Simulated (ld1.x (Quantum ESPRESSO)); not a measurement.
What one change does to a pseudopotential (molybdenum, PAW)

ld1.x (Quantum ESPRESSO) 7.5 input, shortened:

```
&input
   title='Mo', zed=42., rel=1, dft='PBESOL', iswitch=3,
   config='[Kr] 4d5 5s0 5p0'
 /
 &inputp
   pseudotype=3, lpaw=.true., tm=.true., lloc=-1, rcloc=2.70,
   nlcc=.true., rcore=2.05,
   which_augfun='BESSEL', rmatch_augfun=1.75
 /
6
5S  1  0   0.00   0.00  2.30  2.85  0.0
5S  1  0   0.00   0.30  2.30  2.85  0.0
4P  2  1   6.00   0.00  2.30  2.50  0.0
5P  3  1   0.00   0.00  2.30  2.50  0.0
4D  3  2   5.00   0.00  1.75  2.30  0.0
4D  3  2   0.00  -0.40  1.75  2.30  0.0
 &test
   configts(1)='4p6 4d5 5s0 5p0'
 /
```

Change: waves 5s (bound): rcut 2.30, rcutus 3.22 bohr; 5s channel at 0.3 Ry: rcut 2.30, rcutus 3.22 bohr.

Cutoffs: the cutoffs (Ry, on a coarse ladder) from which the occupation-weighted sum of valence levels, in a spherical-Bessel basis at the reference potential, stays within 10 and 1 mRy of its value at 400 Ry; they do not see the model core or the augmentation charge, which bear on the density cutoff. Errors are all-electron minus pseudo energies relative to the spin-unpolarised reference configuration.

What does the change do?

The potential gets neither clearly harder nor softer (18 Ry and 30 Ry → 18 Ry and 30 Ry); of the 7 tests that both files solve, the error grows in 3 and shrinks in 0 by more than 15 % and 0.3 meV (median size 6.8 → 7.3 meV); neither file shows a bound ghost. More of the atom is replaced by a form fitted at one configuration, so other configurations suffer.

| quantity | base | changed |
| --- | --- | --- |
| cutoff, loose | 18 Ry | 18 Ry |
| cutoff, tight | 30 Ry | 30 Ry |
| bound ghosts | none | none |
| error for 4p6 4d5 5s1 5p0, meV [ΔE -6.90 eV] | +2.2 | +7.3 |
| error for 4p6 4d4 5s0 5p0, meV [ΔE 15.46 eV] | -6.8 | -6.8 |
| error for 4p6 4d3 5s0 5p0, meV [ΔE 42.18 eV] | -53 | -53 |
| error for 4p6 4d4 5s2 5p0, meV [ΔE -6.73 eV] | +6.8 | +60 |
| error for 4p6 4d5 5s0.5 5p0, meV [ΔE -4.16 eV] | +1.0 | +2.3 |
| error for 4p6 4d2 5s0 5p0, meV [ΔE 81.65 eV] | -198 | -198 |
| error for 4p6 4d6 5s0 5p0, meV [ΔE -6.13 eV] | -1.2 | -1.2 |
| lowest overlap eigenvalue by channel | s 0.43, p 0.79, d 0.94 | s 0.38, p 0.79, d 0.94 |
